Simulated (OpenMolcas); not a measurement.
## Mn: effect of the IPEA shift

```json
{
 "Program": "OpenMolcas",
 "Basis": "ANO-RCC-VTZP [6s5p3d2f1g]",
 "Scalar Hamiltonian": "DKH2, point nucleus",
 "Active space": "7 electrons in 9 orbitals (RAS2 3d 4s; RAS3 4p, at most 2 electrons)",
 "State averaging": "2S+1 = 6 even, 6 roots; 2S+1 = 4 even, 33 roots kept (CI in the orbitals of an earlier block); 2S+1 = 2 even, 13 roots kept (CI in the orbitals of an earlier block, 0 in the spin-orbit step); 2S+1 = 6 odd, 39 roots; 2S+1 = 8 odd, 3 roots kept (CI in the orbitals of an earlier block); 2S+1 = 4 odd, 3 roots kept (CI in the orbitals of an earlier block)",
 "Spin-orbit coupling": "state interaction with AMFI integrals over the reference wave functions, term energies averaged over their components"
}
```

Methods on the same reference wave functions:
A. RASSCF
B. MS-RASPT2, IPEA 0 Eh, imaginary shift 0.1 Eh (closed shells correlated: 3s 3p)
C. MS-RASPT2, IPEA 0.25 Eh, imaginary shift 0.1 Eh (closed shells correlated: 3s 3p)

Energies in cm-1 above 3d5 4s2 6S 5/2, the measured ground level; measured values from NIST Handbook of Basic Atomic Spectroscopic Data.

```json
{"Level": "3d5 4s2 6S 5/2", "A": "0.0", "B": "0.0", "C": "0.0", "Measured": "0.0"}
{"Level": "3d5 4s 4p 8P* 5/2", "A": "438", "B": "30190", "C": "29530", "Measured": "18402"}
{"Level": "3d5 4s 4p 8P* 7/2", "A": "581", "B": "30330", "C": "29670", "Measured": "18532"}
{"Level": "3d5 4s 4p 8P* 9/2", "A": "761", "B": "30510", "C": "29850", "Measured": "18705"}
{"Level": "3d6 4s 6D 9/2", "A": "17770", "B": "28910", "C": "28400", "Measured": "17052"}
{"Level": "3d6 4s 6D 7/2", "A": "18020", "B": "29160", "C": "28650", "Measured": "17282"}
{"Level": "3d6 4s 6D 5/2", "A": "18215", "B": "29350", "C": "28840", "Measured": "17452"}
{"Level": "3d6 4s 6D 3/2", "A": "18354", "B": "29490", "C": "28980", "Measured": "17568"}
{"Level": "3d6 4s 6D 1/2", "A": "18438", "B": "29570", "C": "29060", "Measured": "17637"}
{"Level": "3d5 4s2 4G 11/2", "A": "27599", "B": "28980", "C": "29280", "Measured": ""}
{"Level": "3d5 4s2 4G 9/2", "A": "27600", "B": "28980", "C": "29280", "Measured": ""}
{"Level": "3d5 4s2 4G 7/2", "A": "27600", "B": "28990", "C": "29280", "Measured": ""}
{"Level": "3d5 4s2 4G 5/2", "A": "27601", "B": "28990", "C": "29280", "Measured": ""}
```

Deviations, from unrounded energies. A percentage is the sum of absolute deviations over the sum of measured energies, with the sign that they share, or ± where signs differ.

```
           Against measurement  Levels      A      B      C
mean absolute deviation (cm-1)       8   7200  12000  11000
      other configurations (%)       8  ±40.4  +66.5  +63.3
```

A lies closest to measurement on these levels and B furthest from it. The largest miss of A in the table is 3d5 4s 4p 8P* 5/2, by -18000 cm-1. The ranking rests on the paired levels alone, and a cruder setting can come out closer through cancelling errors.

Between B and C the level of the table that moves most is 3d5 4s 4p 8P* 9/2, by 660 cm-1 (lowest in C, highest in B). Moves below CASPT2's spread within the term are not significant.

The mean deviations of B to C differ by less than CASPT2's widest spread within a term (870 cm-1), so their order carries little weight.

The lowest spin-free term lies below A's lowest term by 0.616 hartree in B, 0.596 hartree in C.

Term energies are means over components that CASPT2 splits; among the terms shown or strongly mixed into the levels shown the widest spread is 870 cm-1 (3d5 4s2 4G, C). Over all roots computed the reference weight is 0.82 to 0.91 in B, 0.83 to 0.92 in C; the roots of lowest weight are the least certain, and an intruder state may touch them. Some high roots are left out of the spin-orbit mixing, which shifts the levels that they would mix with. Terms from blocks run as CI alone lack orbitals of their own. A single d shell beside an s shell can misplace configurations of different d count against each other. Without dynamic correlation excited terms often stand tens of per cent too high (terms of higher spin than the ground term too low), and those without a measured partner can miss by more than the paired ones (holds for A). The CASPT2 spread within a term exceeds the gap to the next term for 3d6 4s 6D and 3d5 4s2 4G, 3d5 4s2 4G and 3d5 4s 4p 8P*, so the order of their levels is uncertain, and so are names and mixing where such terms share a J (holds for C). Measured partners are found by configuration, term and J. A level has none where our copy of the source lacks it or the pairing is in doubt (some pairs that miss far off the trend of their configuration count as doubtful), and it then counts in no deviation. Only configurations of the active space appear. The table leaves out levels that lie high or whose names do not pair safely across all columns.

* marks odd parity.
